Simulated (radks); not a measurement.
Values are calculated unless marked as measured or tabulated.
Ionisation of the bromine ion Br+, [Ar] 3d10 4s2 4p4, to [Ar] 3d10 4s2 4p3 as the strength of local exchange is varied. Code: a radial shooting solver on a logarithmic mesh with Libxc functionals. Model: scalar-relativistic Kohn-Sham, Slater X-alpha exchange (alpha = 2/3 is LDA exchange), no correlation, spin-polarised, spherical densities, finite nucleus; open shells are filled with parallel spins first; Fermi nuclear charge, rms radius 4.1629 fm.

alpha,E(Br+) (hartree),exchange (hartree),IE (eV),-e of the level emptied (eV),<r> of it (bohr)
0.602,-2591.27704,-76.77174,19.168,14.447 (4p),2.021
0.649,-2597.28411,-82.95039,19.664,14.939 (4p),2.001
0.667,-2599.58824,-85.32375,19.855,15.130 (4p),1.994
0.679,-2601.12542,-86.90815,19.984,15.258 (4p),1.989
0.682,-2601.50985,-87.30453,20.016,15.290 (4p),1.988
0.996,-2642.04845,-129.39095,23.543,18.835 (4p),1.873

NIST Atomic Spectra Database: 21.591 eV (measured). The Delta-SCF value meets it near alpha = 0.82. Open shells are spherical and high-spin; term and fine-structure splittings are not resolved.
